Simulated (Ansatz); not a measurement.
Basis-set extrapolation for `N[SiH2]S[Si](N)(F)F` (PBE0-D4/def2-TZVP geometry, frozen core, Ansatz). Multiplicity 1, RHF reference.

```tsv
	def2-TZVPP	def2-QZVPP
HF	-1287.132097	-1287.177343
MP2 correlation	-1.335190	-1.451241
CCSD(T) correlation	-1.430231	not run
```

Energies in hartree. Use E(X) = E(∞) + A·exp(−7.88·√X) for Hartree–Fock and E(X) = E(∞) + B·X^(−2.97) for correlation, with X = 3 and 4, and add CCSD(T) minus MP2 of the smaller set to the MP2 limit.

What is the CCSD(T) energy at the basis-set limit?

HF limit: -1287.177343 + (-0.045246) × 0.13774 = -1287.18358. MP2 limit: -1.451241 + (-0.116051) × 0.74074 = -1.53720. Higher-order term: -1.430231 − (-1.335190) = -0.09504. Total: -1288.81582 hartree, 665.5 kJ/mol below CCSD(T)/def2-TZVPP.
